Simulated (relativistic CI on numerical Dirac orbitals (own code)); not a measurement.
**Ni4+ in a cubic cluster: 3s photoemission with charge transfer**

Computed with a charge-transfer multiplet model of a cubic metal-ligand cluster with up to 2 ligand holes, Slater and spin-orbit integrals from Dirac-Coulomb-Breit ions, Slater integrals scaled by 0.8. The parameters are those of a tetrahedral site (10Dq negative, t2 hopping the larger). The ground state mixes d6 with configurations of k ligand holes L, whose averages lie at kΔ + k(k − 1)U_dd/2; a core hole lowers each added d electron by U_cd. 20 K, Lorentzian 1.4 eV and Gaussian 0.8 eV FWHM.

Atomic integrals in eV (Slater integrals scaled, ζ unscaled), ground: F2dd 11.354, F4dd 7.124, zeta_d 0.099; with the core hole: F2dd 12.087, F4dd 7.618, zeta_d 0.110, G2cd 11.654.

Cluster parameters (eV): Δ = -1.1, U_dd = 6.2, U_cd = 7.4, 10Dq = -0.35, 10Dq(ligand) = 0, final-state hopping factor = 0.9.

```csv
Case,n_d,d6,d7L,d8L2,S
"V(eg) = 0.55 eV, V(t2g) = -0.93 eV",6.49,0.53,0.45,0.02,1.99
"V(eg) = 0.85 eV, V(t2g) = -1.44 eV",6.58,0.46,0.49,0.05,1.99
"V(eg) = 1.15 eV, V(t2g) = -1.95 eV",6.65,0.42,0.51,0.07,1.99
"V(eg) = 1.75 eV, V(t2g) = -2.97 eV",6.75,0.36,0.53,0.11,1.98
"V(eg) = 2.05 eV, V(t2g) = -3.48 eV",6.79,0.34,0.53,0.13,1.97
```

Weights, n_d and S are thermal averages at 20 K. Binding energies count from the first peak over 30 % of the highest in each spectrum, which can be another peak from case to case. The parameters are a model scan and need not match a compound or its usual spin state. Peaks in eV (height, largest 100):
- V(eg) = 0.55 eV, V(t2g) = -0.93 eV: 0.0 (100), 3.1 (40), 5.4 (30), 7.9 (78), 11.3 (37), 19.2 (45)
- V(eg) = 0.85 eV, V(t2g) = -1.44 eV: 0.0 (100), 4.7 (27), 8.5 (48), 13.3 (22), 15.1 (16), 20.7 (22)
- V(eg) = 1.15 eV, V(t2g) = -1.95 eV: 0.0 (100), 8.5 (52), 11.6 (13), 15.1 (16), 16.5 (15), 22.5 (12)
- V(eg) = 1.75 eV, V(t2g) = -2.97 eV: 0.0 (100), 8.9 (47), 18.4 (11)
- V(eg) = 2.05 eV, V(t2g) = -3.48 eV: 0.0 (100), 3.6 (17), 9.2 (41), 19.9 (10)

For the case V(eg) = 1.15 eV, V(t2g) = -1.95 eV, Δ = -1.1 eV is smaller than U_dd = 6.2 eV, the charge-transfer side of the Zaanen-Sawatzky-Allen scheme (negative Δ: between configuration averages a ligand hole costs less than the nominal valence; multiplet and field energies can change this for the lowest states). With the core hole the average of the configuration with one ligand hole lies at Δ − U_cd = -8.5 eV before mixing: it lies below the unscreened one, so the lowest final states are mostly screened and the unscreened weight appears at higher binding energy as a satellite.

With at most 2 ligand holes the space is cut while the next configuration still counts, so covalency is underestimated, and a final configuration with one more ligand hole, which can lie low, is missing from the spectra.

Without intra-shell correlation the exchange splitting of the 3s hole comes out too large.
